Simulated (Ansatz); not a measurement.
GeH4O (SMILES [OH][GeH3]) moved off its minimum; all values from Ansatz (an electronic-structure program), cores frozen in correlated methods.
(charge 0, multiplicity 1)
```xyz
6

Ge    -0.3301     0.0789     0.1181
O      1.3600    -0.3578    -0.3973
H     -0.5467    -0.1737     1.5634
H     -1.1782    -0.8899    -0.7456
H     -0.6106     1.5382    -0.2607
H      2.0377     0.1845     0.1185
```

```
level                largest force (eV/Å)  on atom  rms difference from CCSD(T)/aug-cc-pVTZ (eV/Å)  dipole (D)
-------------------  --------------------  -------  ----------------------------------------------  ----------
HF/def2-TZVPP                        3.51       O2                                           0.483        2.03
PBE/def2-TZVPP                       1.73       O2                                           0.166        1.63
r2SCAN/def2-TZVPP                    2.11       H6                                           0.087        1.71
B3LYP/def2-TZVPP                     2.18       O2                                           0.068        1.76
wB97M-V/def2-TZVPP                   2.26       O2                                           0.116        1.79
MP2/aug-cc-pVTZ                      2.10       O2                                           0.057        1.82
CCSD(T)/aug-cc-pVTZ                  2.13       O2                                           0.000        1.80
```

The differences count from one level among others, with limits of its own. Forces at CCSD(T)/aug-cc-pVTZ (eV/Å):

```csv
atom,Fx,Fy,Fz
Ge1,0.490,-0.401,-1.618
O2,0.961,1.315,1.377
H3,-0.095,-0.138,1.173
H4,0.032,0.153,0.130
H5,-0.047,0.212,0.034
H6,-1.341,-1.140,-1.097
```
